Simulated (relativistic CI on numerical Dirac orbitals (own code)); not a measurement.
## Hyperfine structure of Te XLVII, mass number 125

Method of calculation: Dirac-Coulomb-Breit CI, orbitals from a KLI potential per configuration, QED by a radiative potential, unscaled Slater integrals (own radial code, finite nucleus).

Configuration list (outside the closed core 1s2): 2s2 2p2, 2s 2p3, 2p4, 2p3 3s, 2p3 3p, 2p3 3d, 2s2 2p 3s, 2s2 2p 3p, 2s2 2p 3d, 2s 2p2 3s, 2s 2p2 3p, 2s 2p2 3d, 2s2 2p 4s, 2s2 2p 4p, 2s2 2p 4d, 2s2 2p 4f. Levels of other configurations are missing.

Nuclear spin I = 1/2, μ = -0.887 μN (tables of Stone and Pyykkö). The electronic factors are computed for point nuclear moments, without core polarisation or the Bohr-Weisskopf and QED corrections.

```json
{"Level": "2s2 2p2 3P_1", "E (10³ cm⁻¹)": "2256.1", "A (GHz)": "170.1"}
{"Level": "2s2 2p2 1D_2", "E (10³ cm⁻¹)": "2380.4", "A (GHz)": "-1133"}
{"Level": "2s2 2p2 3P_2", "E (10³ cm⁻¹)": "4731.4", "A (GHz)": "-498.9"}
{"Level": "2s 2p3 3D°_3", "E (10³ cm⁻¹)": "6087.2", "A (GHz)": "-2473"}
{"Level": "2s 2p3 1D°_2", "E (10³ cm⁻¹)": "6571.8", "A (GHz)": "42.38"}
{"Level": "2s 2p3 3P°_1", "E (10³ cm⁻¹)": "6600.5", "A (GHz)": "-4791"}
{"Level": "2p4 3P_2", "E (10³ cm⁻¹)": "8108.6", "A (GHz)": "-467.5"}
```

Levels with J = 0, under 50 % of one LS term, or S terms without an open s electron are left out. Small factors come from cancelling terms and can be off by tens of per cent or more.

At this charge energies of transitions that change n are usually good to better than 1 %, and those within a shell (Δn = 0) to a few per cent.

Task: Give the hyperfine levels of 2s2 2p2 1D_2 relative to its centre of gravity.

Result: With K = F(F + 1) − I(I + 1) − J(J + 1), E = AK/2: F = 3/2: 1699, F = 5/2: -1133 GHz.

LS names give the leading component of a level, which can be under half, so a name can repeat, a term be missing and a line seem to break the LS rules.
